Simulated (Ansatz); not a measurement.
Reaction (isomerisation): `B[SiH](N)[SiH2]F` → `FBN([SiH3])[SiH3]`

Isolated molecules relaxed with PBE0-D4/def2-TZVP in Ansatz; ΔE leaves out vibrations. CCSD(T)/CBS is the MP2 limit (def2-TZVPP, def2-QZVPP) plus CCSD(T) − MP2 in def2-TZVPP, frozen cores. DFT in def2-TZVPP. B3LYP here is the variant with VWN-RPA as its local correlation; programs differ in this. Each species was taken in one conformer, which may not be the lowest.

`B[SiH](N)[SiH2]F`:

Cartesian coordinates in Å:
```
B -1.229 -0.995 1.224
Si -0.341 -0.346 -0.436
N 0.924 -1.371 -0.997
Si 0.520 1.780 0.089
F 1.358 1.737 1.462
H -2.153 -0.369 1.656
H -0.868 -1.953 1.841
H -1.407 -0.030 -1.449
H 0.850 -2.370 -0.893
H 1.486 -1.127 -1.796
H -0.581 2.764 0.269
H 1.442 2.280 -0.969
```

`FBN([SiH3])[SiH3]`:

Z-matrix (Å, degrees):
```
Si
N 1 1.749
H 1 1.485 2 109.9
H 1 1.482 2 108.6 3 -120.4
H 1 1.485 2 109.9 3 119.1
B 2 1.409 1 121.5 3 119.9
Si 2 1.759 1 119.3 3 -60.0
F 6 1.339 2 118.6 1 -179.9
H 6 1.196 2 123.5 1 0.0
H 7 1.486 2 106.0 1 -0.0
H 7 1.482 2 110.9 1 -118.7
H 7 1.482 2 110.9 1 118.7
```

```
             level  ΔE (eV)  difference from CCSD(T)/CBS
            PBE-D4    -2.12                         0.23
         r2SCAN-D4    -2.30                         0.05
           PBE0-D4    -2.21                         0.14
          B3LYP-D4    -2.34                         0.01
           ωB97X-V    -2.32                         0.03
           ωB97M-V    -2.44                        -0.09
            B2PLYP    -2.40                        -0.05
               PBE    -2.10                         0.25
            r2SCAN    -2.29                         0.06
              PBE0    -2.19                         0.16
             B3LYP    -2.30                         0.05
     HF/def2-TZVPP    -2.50                        -0.15
    MP2/def2-TZVPP    -2.53                        -0.18
SCS-MP2/def2-TZVPP    -2.52                        -0.17
   CCSD/def2-TZVPP    -2.41                        -0.06
CCSD(T)/def2-TZVPP    -2.42                        -0.07
     HF/def2-QZVPP    -2.50                        -0.15
    MP2/def2-QZVPP    -2.49                        -0.14
SCS-MP2/def2-QZVPP    -2.48                        -0.13
      HF/CBS(def2)    -2.50                        -0.15
     MP2/CBS(def2)    -2.46                        -0.11
    CCSD/CBS(def2)    -2.34                         0.01
       CCSD(T)/CBS    -2.35                            0
```

Largest T1 diagnostic among the species: 0.013.

The D4 term adds −0.04 eV with B3LYP and −0.02 eV with PBE0; it sums over pairs of atoms, weighted by their polarisabilities, and B3LYP, whose exchange is more repulsive, gets the larger term. From PBE to PBE0 (25 % exact exchange), in def2-TZVPP and without D4, ΔE moves by −0.09 eV.
